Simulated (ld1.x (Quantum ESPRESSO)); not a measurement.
## What one change does to a pseudopotential (Sn (Z = 50), ultrasoft)

| Property | Result |
| --- | --- |
| Element | Sn (Z = 50) |
| Generator | ld1.x (Quantum ESPRESSO) 7.5 |
| Type | ultrasoft |
| Functional | PBE |
| Relativity | scalar-relativistic |
| Frozen core | [Kr] |
| Valence charge | 14 |
| Reference configuration | 4d10 5s2 5p0 (charge +2) |
| Partial waves | 5s (bound): rcut 1.60, rcutus 2.10 bohr; 5s channel at -0.45 Ry: rcut 1.60, rcutus 2.10 bohr; 5p (bound, empty): rcut 1.70, rcutus 2.30 bohr; 5p channel at 2.25 Ry: rcut 1.70, rcutus 2.30 bohr; 4d (bound): rcut 1.15, rcutus 1.60 bohr; 4d channel at -2.5 Ry: rcut 1.15, rcutus 1.60 bohr |
| Local potential | all-electron potential smoothed inside 1.30 bohr (lloc = -1) |
| Core correction | Bessel-smoothed model core inside 1.05 bohr |
| Augmentation charge | built from norm-conserving waves at rcut, not smoothed further |

Change: all radii but the core radius scaled by about 1.13 (s 2.36, p 2.60, d 1.80 bohr, rcut 1.80/1.92/1.30); local potential all-electron potential smoothed inside 1.46 bohr (lloc = -1).

Cutoffs: the cutoffs (Ry, on a coarse ladder) from which the occupation-weighted sum of valence levels, in a spherical-Bessel basis at the reference potential, stays within 10 and 1 mRy of its value at 400 Ry; they do not see the model core or the augmentation charge, which bear on the density cutoff. Errors are all-electron minus pseudo energies relative to the spin-unpolarised reference configuration.

**Question.** Predict the effect on cutoff, ghosts and configuration errors.

**Answer.** The potential gets softer (55 Ry and 90 Ry → 35 Ry and 60 Ry); both files keep a bound ghost (s); the number of tests with a reliable result goes from 7 to 4 (the test run of the changed file stopped, so its transferability is not established); of the 4 tests that both files solve, the error grows in 1 and shrinks in 2 by more than 15 % and 0.3 meV (median size 4.4 → 3.9 meV). A larger radius leaves more room for a smooth pseudo-wave, so fewer plane waves are needed.

| quantity | base | changed |
| --- | --- | --- |
| cutoff, loose | 55 Ry | 35 Ry |
| cutoff, tight | 90 Ry | 60 Ry |
| loose cutoff by channel (10 mRy a level) | s 6 Ry, d 40 Ry | s 6 Ry, d 30 Ry |
| bound ghosts | s | s |
| tests with a reliable result | 7 of 7 | 4 of 7 (the test run stopped) |
| error for 4d10 5s2 5p2, meV [ΔE -20.83 eV] | +5.7 | +5.3 |
| error for 4d10 5s2 5p1, meV [ΔE -13.95 eV] | +3.2 | +2.4 |
| error for 4d10 5s1 5p0, meV [ΔE 30.97 eV] | -12 | -15 |
| error for 4d10 5s0 5p4, meV [ΔE -6.64 eV] | +1.4 | -0.8 |
| lowest overlap eigenvalue by channel | s 0.25, p 0.45, d 1.00 | s 0.20, p 0.51, d 0.84 |

 A true bound ghost makes a file unfit for plane-wave use even where its test errors are small: the radial tests pick states by their node count and pass the ghost by.
